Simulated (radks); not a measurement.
Coulomb parameter of the 4f shell of the praseodymium ion Pr+ in the model configuration [Xe] 4f2 6s1 6p1, as a second difference U = [E(n + 1) + E(n - 1) - 2 E(n)] / (1)^2 with all orbitals relaxed. "Bare": the charge of the atom changes with n. "Screened": the 6p shell takes up the change at fixed total charge, which measures U(4f,4f) + U(6p,6p) - 2 U(4f,6p). All-electron calculation, Dirac Kohn-Sham, BLYP, spin-unpolarised, spherical densities, finite nucleus; open shells are shared between the two j in proportion to 2j + 1; Fermi nuclear charge, rms radius 4.8919 fm. Program: a radial shooting solver on a logarithmic mesh with Libxc functionals.

start: configuration [Xe] 4f2 6s1 6p1; E - E(n) (eV) 0.000
bare +1: configuration [Xe] 4f3 6s1 6p1; E - E(n) (eV) -8.364
bare -1: configuration [Xe] 4f1 6s1 6p1; E - E(n) (eV) 23.399
screened +1: configuration [Xe] 4f3 6s1; E - E(n) (eV) -5.027
screened -1: configuration [Xe] 4f1 6s1 6p2; E - E(n) (eV) 13.098

U(bare) = 15.035 eV, U(screened by 6p) = 8.072 eV, against the Slater integral F0(4f,4f) = 24.569 eV with frozen orbitals.
